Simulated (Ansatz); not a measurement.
Species: C$_{4}$H$_{12}$GeO$_{3}$, SMILES `CCC[CH2][Ge]([OH])([OH])[OH]` (charge 0, multiplicity 1).

Task: Give a relaxed geometry from B3LYP-D3(BJ)/def2-SVP (Ansatz, an electronic-structure program).

Result: This is not unique; one that fits is the end point of this relaxation, one of several conformers (outside a Z-matrix the atoms follow the SMILES, hydrogens last).
Cartesian coordinates (Å) in one orientation:
```xyz
20

C     -3.227     0.136     0.285
C     -2.026    -0.566    -0.346
C     -0.686     0.044     0.072
C      0.522    -0.656    -0.561
Ge     2.199     0.140    -0.007
O      2.337     1.809    -0.622
O      2.317     0.238     1.772
O      3.617    -0.775    -0.581
H     -4.177    -0.323    -0.031
H     -3.259     1.201     0.002
H     -3.182     0.089     1.386
H     -2.034    -1.637    -0.076
H     -2.110    -0.532    -1.447
H     -0.670     1.115    -0.199
H     -0.594     0.009     1.172
H      0.555    -1.724    -0.290
H      0.482    -0.604    -1.662
H      2.574     2.419     0.090
H      3.126    -0.188     2.088
H      4.236    -0.196    -1.046
```
